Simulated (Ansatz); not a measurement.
`[F][SnH]([F])[I]` + H–F → `[F][SnH]([F])[F]` + HI at 298.15 K and 1 bar (ligand exchange at the Sn–I bond).

Computed with Ansatz on PBE0-D4/def2-TZVP structures; ΔE is electronic, products minus reactants. CCSD(T)/CBS is the MP2 limit (def2-TZVPP, def2-QZVPP) plus CCSD(T) − MP2 in def2-TZVPP, frozen cores. This one scheme is used for every species. Elements past krypton have def2 core potentials. For I, Sn outer-core shells are correlated without core-valence functions, which leaves a few kJ/mol of doubt a bond.

```csv
species,CCSD(T)/CBS energy (Eh),H − E (kJ/mol),S (J/(mol·K))
`[F][SnH]([F])[I]`,-711.75729,48.2,352.6
H–F,-100.39570,33.5,173.6
`[F][SnH]([F])[F]`,-514.09299,50.3,312.4
HI,-298.03592,22.7,206.5
```

H − E and S are ideal-gas, rigid-rotor, harmonic terms from PBE0-D4/def2-TZVP. 1 Eh = 2625.50 kJ/mol, R = 8.31446 J/(mol·K).

Problem. By hand: ΔE, ΔH, ΔS and ΔG.

Solution. ΔE = (-514.09299) + (-298.03592) − (-711.75729) − (-100.39570) = 0.02408 Eh = 63.2 kJ/mol. Δ(H − E) = 50.3 + 22.7 − 48.2 − 33.5 = -8.7, so ΔH = 54.5 kJ/mol. ΔS = 312.4 + 206.5 − 352.6 − 173.6 = -7.3 J/(mol·K). ΔG = 54.5 − 298.15 × (-7.3)/1000 = 56.7 kJ/mol.

Problem. By hand: the equilibrium constant, and the temperature at which ΔG would vanish if ΔH and ΔS stayed fixed.

Solution. log₁₀ K = −ΔG/(RT ln 10) = -9.9. ΔH and −TΔS have one sign here, so there is no such temperature.

The number of gas molecules stays the same, so ΔS is small and ΔH decides. A doubt of 5 kJ/mol in ΔE shifts log₁₀ K by 0.9 here. These are equilibria of isolated gas molecules and say nothing of rates. Largest T1 diagnostic: 0.015 (customary marks: 0.02 for closed shells, 0.045 for open ones).
